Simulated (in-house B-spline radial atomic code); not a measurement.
Results of a calculation; reference values are marked as such.
**Two electrons in InAs: a spherical dot of radius 62 nm with hard walls**

For InAs the NSM archive of the Ioffe Institute lists m* = 0.023 m0 and ε = 15.15. In so narrow a gap the band flattens within tens of meV, so real spacings are smaller, by up to some tenths.

Effective-mass model with parabolic bands, a uniform dielectric constant, no image charges, no central-cell or spin-orbit terms. Two-electron levels come from full CI in B-splines with partial waves to l = 5 (up to 0.001 effective hartree above the limit).

Task: What are the effective units, and what is the potential in them?

Result: Ha* = 27211.386 meV × 0.023/15.15² = 2.727 meV and a* = 0.0529177 nm × 15.15/0.023 = 34.86 nm. The radius is R = 1.78 a*. The one-electron levels are π²/2R² = 1.5575 and 4.4934²/2R² = 3.1863 Ha*.

In these units the lowest s and p orbitals lie at 1.5575 and 3.1863, and their Coulomb and exchange integrals are J_ss = 1.0034, J_sp = 0.9099 and K_sp = 0.2021. (For an empty sphere J_ss = 1.786/R.) Full CI gives 4.0572 for the ground singlet, 5.4384 for the sp triplet, 5.7892 for the sp singlet and 8.6156 for the lowest triplet of two s orbitals.

Task: What does it cost to add the second electron, to first order and exactly?

Result: To first order E = 2ε_s + J_ss = 4.1184, so the charging energy E(2) − 2E(1) is J_ss = 2.736 meV. CI gives 4.0572 − 2 × (1.5575) = 0.9421, or 2.569 meV: relaxation and correlation lower it by 0.1671 meV, 6.1 % of J_ss. The s² configuration of one-electron orbitals holds 98.7 % of the state, and the mean radius is 31.9 nm.

Task: How far above the singlet do the triplets lie?

Result: To first order the sp triplet lies at ε_s + ε_p + J_sp − K_sp = 5.4516, which is 3.635 meV above 2ε_s + J_ss. CI gives 5.4384 − (4.0572) = 1.3812, or 3.766 meV, 85 % of the orbital spacing of 4.441 meV. The ss triplet lies 12.43 meV up, so the lower of the two is the sp one, and its gap equals k_BT at 43.7 K. The sp singlet-triplet splitting is 0.9566 meV, against 2K_sp = 1.102 meV.
